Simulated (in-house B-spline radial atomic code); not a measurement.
**The argon ion Ar³⁺: [Ne] 3s1 (3p3/2)3 (7d3/2)1 (an excited or competing configuration)**

All numbers are computed (Dirac-Hartree-Fock, average of the jj configuration; Fermi nucleus of rms radius 3.4274 fm) with an all-electron radial atomic-structure program (B-spline basis), not measured.

Effective charges: Z_r = [3n² - l(l+1)]/(2<r>) from the radius, Z_e = n√(-2ε) from the energy, and Slater's rules. Values are occupation-weighted means over j.

```tsv
shell	electrons	ε (eV)	<r> (bohr)	Z_r	Z_e	Slater
1s	2	-3310.8	0.08561	17.52	15.60	17.70
2s	2	-403.91	0.4093	14.66	10.90	13.85
2p	6	-327.19	0.3735	13.39	9.81	13.85
3s	1	-89.736	1.255	10.75	7.70	8.15
3p	3	-69.737	1.349	9.27	6.79	8.15
7d	1	-4.9325	15.81	4.46	4.21	4.00
```

The least bound orbital is 7d3/2 at -4.932 eV, and it is also the most diffuse (<r> = 15.81 bohr).

For the 1s electron the small component carries 0.412 % of the norm, the zero-frequency Breit interaction raises the level by 2.543 eV, self-energy by 1.156 eV, and vacuum polarisation lowers it by 0.081 eV.
